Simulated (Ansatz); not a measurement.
Geometry optimisation, RKS PBE0-D4/def2-SVP (Ansatz).

Input:

```yaml
crystal:
  periodic: [false, false, false]
  atoms:
    - { symbol: C, position_ang: [-0.8705, -0.838, 1.5226] }
    - { symbol: Si, position_ang: [-0.25, -0.8306, -0.2358] }
    - { symbol: Si, position_ang: [1.8782, -0.2259, -0.2661] }
    - { symbol: O, position_ang: [-1.1148, 0.1591, -1.3026] }
    - { symbol: As, position_ang: [-1.1316, 1.8576, -0.6481] }
    - { symbol: H, position_ang: [-1.997, -1.0387, 1.4948] }
    - { symbol: H, position_ang: [-0.3419, -1.5288, 2.1336] }
    - { symbol: H, position_ang: [-0.7495, 0.2353, 1.9406] }
    - { symbol: H, position_ang: [-0.3141, -2.1997, -0.6689] }
    - { symbol: H, position_ang: [2.0433, 1.1463, 0.2827] }
    - { symbol: H, position_ang: [2.6675, -1.1438, 0.6253] }
    - { symbol: H, position_ang: [2.4426, -0.2823, -1.612] }
    - { symbol: H, position_ang: [-2.2737, 2.3788, -1.6541] }
    - { symbol: H, position_ang: [-0.0016, 2.2814, -1.5833] }
basis:
  gaussian: { orbitals: def2-SVP }
hamiltonian:
  xc: pbe0
  dispersion: d4
relax:
  f_tol: 0.015
  max_steps: 40
output:
  orbitals: {}
```

Run as:

```bash
$ ansatz run input.yaml --threads 2 --pin off --max-ram 3072MiB --backend cpu --events-out ev --progress --plain --runs-dir out
```

Where does it end, and by what steps?

It converged. The force dipped under the threshold on the way, but the program's further checks kept it going. After 22 steps the energy has fallen by 0.559 eV; H14 moved furthest, 0.93 Å.

| step | energy less start (eV) | largest force component (eV/Å) | accepted |
| --- | --- | --- | --- |
| 0 | 0.0000 | 2.818 | yes |
| 1 | -0.4473 | 0.801 | yes |
| 2 | -0.5158 | 0.449 | yes |
| 3 | -0.5337 | 0.719 | yes |
| 4 | -0.5522 | 0.120 | yes |
| 5 | -0.5550 | 0.034 | yes |
| 6 | -0.5553 | 0.020 | yes |
| 7 | -0.5556 | 0.084 | yes |
| 8 | -0.5559 | 0.078 | yes |
| 9 | -0.5563 | 0.012 | yes |
| 10 | -0.5566 | 0.087 | yes |
| 11 | -0.5569 | 0.038 | yes |
| 12 | -0.5571 | 0.008 | yes |
| 13 | -0.5575 | 0.042 | yes |
| 14 | -0.5573 | 0.143 | no |
| 15 | -0.5578 | 0.045 | yes |
| 16 | -0.5577 | 0.104 | no |
| 17 | -0.5581 | 0.033 | yes |
| 18 | -0.5582 | 0.043 | yes |
| 19 | -0.5583 | 0.073 | yes |
| 20 | -0.5584 | 0.045 | yes |
| 21 | -0.5586 | 0.008 | yes |
| 22 | -0.5587 | 0.013 | yes |

```xyz
14
Properties=species:S:1:pos:R:3
C -0.930 -0.836 1.531
Si -0.213 -0.804 -0.202
Si 2.090 -0.319 -0.124
O -0.999 0.322 -1.164
As -1.050 2.103 -0.897
H -2.013 -1.032 1.498
H -0.456 -1.630 2.131
H -0.768 0.123 2.048
H -0.428 -2.123 -0.870
H 2.315 1.045 0.457
H 2.817 -1.312 0.731
H 2.694 -0.341 -1.493
H -2.510 2.277 -1.322
H -0.561 2.497 -2.295
```

Whether the end is a true minimum wasn't checked by a vibrational analysis.

Time of the run: 87 s on 2 threads of Intel(R) Xeon(R) Platinum 8488C (Sapphire Rapids) (shared host), peak memory 0.42 GiB.
